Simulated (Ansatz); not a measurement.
Steps of a relaxation of `CBBC` with RKS PBE0-D4/def2-TZVP.

```sh
$ ansatz run in.yaml --threads 2 --pin off --events-out ev --progress --plain --max-ram 4352MiB
```

```yaml
crystal:
  periodic: [false, false, false]
  atoms:
    - {symbol: C, position_ang: [-1.664046, 0.995023, -0.533536]}
    - {symbol: B, position_ang: [-0.747795, 0.369490, 0.580552]}
    - {symbol: B, position_ang: [0.368511, -0.849534, 0.447429]}
    - {symbol: C, position_ang: [1.878035, -0.763051, 0.016502]}
    - {symbol: H, position_ang: [-1.730827, 0.443272, -1.491246]}
    - {symbol: H, position_ang: [-2.682051, 1.255006, -0.176197]}
    - {symbol: H, position_ang: [-1.181355, 1.979184, -0.756741]}
    - {symbol: H, position_ang: [-0.858624, 0.854698, 1.707302]}
    - {symbol: H, position_ang: [-0.055623, -1.976293, 0.707807]}
    - {symbol: H, position_ang: [1.881724, -1.160474, -1.029184]}
    - {symbol: H, position_ang: [2.328263, 0.247883, -0.020492]}
    - {symbol: H, position_ang: [2.540787, -1.450604, 0.581803]}
basis:
  gaussian: {orbitals: def2-TZVP}
hamiltonian: {xc: pbe0, dispersion: d4}
relax: {f_tol: 0.005, max_steps: 150}
```

Positions (Å) and forces (eV/Å) along the path, 8 of 8 steps:

```xyz
12
step=1 energy=-3552.7124 eV
C    -1.664    0.995   -0.534   -0.096    0.220   -0.179
B    -0.748    0.369    0.581   -0.048    0.159    0.231
B     0.369   -0.850    0.447   -0.052   -0.277    0.013
C     1.878   -0.763    0.017    0.236   -0.054   -0.177
H    -1.731    0.443   -1.491    0.026    0.251    0.474
H    -2.682    1.255   -0.176    0.484   -0.151   -0.174
H    -1.181    1.979   -0.757   -0.218   -0.430    0.078
H    -0.859    0.855    1.707    0.025   -0.168   -0.414
H    -0.056   -1.976    0.708    0.170    0.405   -0.090
H     1.882   -1.160   -1.029    0.014    0.185    0.452
H     2.328    0.248   -0.020   -0.223   -0.486    0.038
H     2.541   -1.451    0.582   -0.319    0.348   -0.252
12
step=2 energy=-3552.7504 eV
C    -1.649    0.992   -0.529   -0.014    0.096   -0.083
B    -0.739    0.372    0.583   -0.039    0.025    0.102
B     0.361   -0.851    0.440   -0.020   -0.098    0.068
C     1.863   -0.760    0.012    0.080   -0.013   -0.100
H    -1.717    0.436   -1.470    0.013    0.068    0.128
H    -2.658    1.244   -0.176    0.136   -0.042   -0.039
H    -1.176    1.966   -0.761   -0.076   -0.141    0.024
H    -0.853    0.851    1.695    0.025   -0.044   -0.136
H    -0.054   -1.965    0.702    0.046    0.126   -0.052
H     1.878   -1.148   -1.025    0.011    0.060    0.149
H     2.303    0.242   -0.013   -0.066   -0.130    0.006
H     2.519   -1.436    0.576   -0.097    0.091   -0.067
12
step=3 energy=-3552.7540 eV
C    -1.637    0.988   -0.527    0.011   -0.015   -0.016
B    -0.742    0.367    0.593    0.078    0.049    0.044
B     0.357   -0.854    0.453   -0.075   -0.043   -0.086
C     1.851   -0.755    0.009    0.001    0.023    0.003
H    -1.698    0.430   -1.462   -0.003   -0.015   -0.014
H    -2.644    1.239   -0.184   -0.021    0.003    0.011
H    -1.166    1.956   -0.759    0.005    0.010    0.003
H    -0.846    0.858    1.693   -0.030    0.008    0.015
H    -0.057   -1.966    0.691    0.018   -0.017    0.026
H     1.864   -1.139   -1.024   -0.005   -0.007   -0.006
H     2.283    0.246   -0.016    0.008    0.019    0.006
H     2.511   -1.425    0.567    0.014   -0.015    0.015
12
step=4 energy=-3552.7549 eV
C    -1.635    0.988   -0.527    0.017    0.002   -0.008
B    -0.736    0.372    0.593   -0.011   -0.023    0.016
B     0.352   -0.857    0.443   -0.006    0.000    0.037
C     1.849   -0.755    0.008   -0.010    0.009   -0.016
H    -1.697    0.426   -1.459   -0.001   -0.014   -0.018
H    -2.641    1.236   -0.180   -0.023    0.005    0.011
H    -1.167    1.956   -0.762    0.004    0.025   -0.009
H    -0.845    0.860    1.694    0.004    0.016    0.007
H    -0.057   -1.968    0.691   -0.002   -0.015   -0.012
H     1.869   -1.137   -1.024    0.009   -0.010   -0.024
H     2.279    0.247   -0.013    0.007    0.021    0.002
H     2.506   -1.424    0.570    0.012   -0.016    0.015
12
step=5 energy=-3552.7551 eV
C    -1.633    0.988   -0.527    0.011    0.003   -0.009
B    -0.737    0.371    0.595    0.002   -0.007    0.018
B     0.352   -0.859    0.446   -0.013   -0.008    0.015
C     1.848   -0.755    0.007   -0.003    0.007   -0.013
H    -1.695    0.425   -1.459   -0.001   -0.005   -0.007
H    -2.641    1.236   -0.181   -0.009    0.001    0.004
H    -1.166    1.957   -0.763   -0.001    0.007   -0.003
H    -0.845    0.862    1.695    0.000    0.010    0.000
H    -0.057   -1.970    0.690    0.003   -0.007   -0.008
H     1.868   -1.138   -1.026    0.005   -0.003   -0.005
H     2.277    0.248   -0.014    0.003    0.007    0.001
H     2.506   -1.423    0.569    0.004   -0.006    0.006
12
step=6 energy=-3552.7554 eV
C    -1.628    0.987   -0.526    0.003   -0.001   -0.003
B    -0.737    0.371    0.602    0.009    0.007    0.009
B     0.348   -0.862    0.449   -0.011   -0.008   -0.007
C     1.844   -0.753    0.005    0.000    0.003   -0.002
H    -1.686    0.422   -1.458   -0.001    0.003    0.003
H    -2.637    1.233   -0.184    0.003   -0.002   -0.002
H    -1.163    1.958   -0.762   -0.003   -0.006    0.003
H    -0.844    0.869    1.698   -0.002    0.003   -0.004
H    -0.058   -1.977    0.686    0.005    0.000   -0.002
H     1.866   -1.138   -1.028   -0.001    0.002    0.008
H     2.268    0.252   -0.016    0.000   -0.004   -0.001
H     2.504   -1.418    0.568   -0.002    0.003   -0.002
12
step=7 energy=-3552.7555 eV
C    -1.624    0.987   -0.526    0.000   -0.002    0.000
B    -0.736    0.371    0.605    0.004    0.005    0.002
B     0.346   -0.865    0.450   -0.003   -0.003   -0.007
C     1.840   -0.752    0.003    0.000    0.002    0.002
H    -1.680    0.421   -1.458    0.000    0.003    0.003
H    -2.635    1.230   -0.186    0.003   -0.001   -0.002
H    -1.162    1.958   -0.761   -0.001   -0.004    0.003
H    -0.843    0.874    1.700   -0.001    0.000   -0.003
H    -0.058   -1.981    0.683    0.003    0.002    0.000
H     1.864   -1.139   -1.028   -0.001    0.000    0.005
H     2.263    0.254   -0.019   -0.001   -0.004    0.000
H     2.503   -1.414    0.568   -0.002    0.003   -0.002
12
step=8 energy=-3552.7555 eV
C    -1.623    0.986   -0.526    0.001    0.000    0.000
B    -0.736    0.371    0.606    0.000    0.001    0.000
B     0.345   -0.866    0.450    0.000    0.000   -0.001
C     1.839   -0.752    0.003    0.000    0.000    0.000
H    -1.676    0.422   -1.458    0.000    0.001    0.001
H    -2.634    1.228   -0.186    0.001   -0.001    0.000
H    -1.162    1.959   -0.758   -0.001   -0.001    0.001
H    -0.843    0.876    1.700    0.000    0.000    0.000
H    -0.058   -1.982    0.682    0.000    0.001    0.000
H     1.863   -1.141   -1.027    0.000    0.000    0.001
H     2.260    0.255   -0.021    0.000   -0.001    0.000
H     2.502   -1.412    0.569    0.000    0.001    0.000
```

Hardware: 2 threads of an Arm Neoverse V1 on a shared host. Wall time 30 s, peak host memory 0.35 GiB.
